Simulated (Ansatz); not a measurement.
System: sum formula HSiOCl2, charge 0, multiplicity 2. It need not be the lowest isomer of its formula. 
Coordinates optimised at B3LYP-D3(BJ)/def2-TZVP (Ansatz, an electronic-structure program):
SMILES: [O][SiH](Cl)Cl
```xyz
5

O     -0.1808     1.8145    -0.6965
Si    -0.0287     0.4936     0.2800
Cl     1.7025    -0.5267    -0.0707
Cl    -1.5925    -0.7998     0.0729
H     -0.0227     1.1224     1.6142
```
Charge 0, spin multiplicity 2.

Basis-set convergence of Hartree-Fock and MP2 correlation energies (hartree) with Ansatz. Cores are frozen in the correlated levels unless marked. Open shells are spin-unrestricted. Spin-orbit coupling is left out. No relativistic terms.

| basis | functions | E(HF) | E(corr, MP2) |
|---|---|---|---|
| def2-SVP | 73 | -1283.02183 | -0.49119 |
| def2-TZVPP | 171 | -1283.54858 | -0.67276 |
| def2-QZVPP | 297 | -1283.58680 | -0.73946 |

Extrapolating the two largest sets (X = 3 and 4) as X^-3: E(corr) = (64·(-0.73946) - 27·(-0.67276))/37 = -0.7881 Eh, an estimate of the basis-set limit. The largest set recovers 93.8 % of it, the smallest 62.3 %.
